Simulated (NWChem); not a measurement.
HTeCl; SMILES Cl[TeH]

Program: NWChem. Geometry: optimised at PBE0/def2-SVP. def2 effective core potentials on Te; no spin-orbit coupling. Vertical excitations in the gas phase; the lowest state need not have the same character in each row.

```tsv
level	lowest excitation, singlet (eV)	oscillator strength of that lowest state	lowest triplet (eV)	orbital gap (eV)
PBE/def2-SVPD, full TDDFT	2.19	0.001	1.48	1.87
B3LYP/def2-SVPD, full TDDFT	2.26	0.001	1.55	3.36
LDA (Slater exchange, VWN5)/def2-SVPD, full TDDFT	2.14	0.001	1.53	1.78
PBE0/def2-SVPD, full TDDFT	…	0.001	1.54	…
```

Fill in the missing entries.


- PBE0/def2-SVPD, full TDDFT, lowest excitation, singlet (eV): 2.32
- PBE0/def2-SVPD, full TDDFT, orbital gap (eV): 3.80
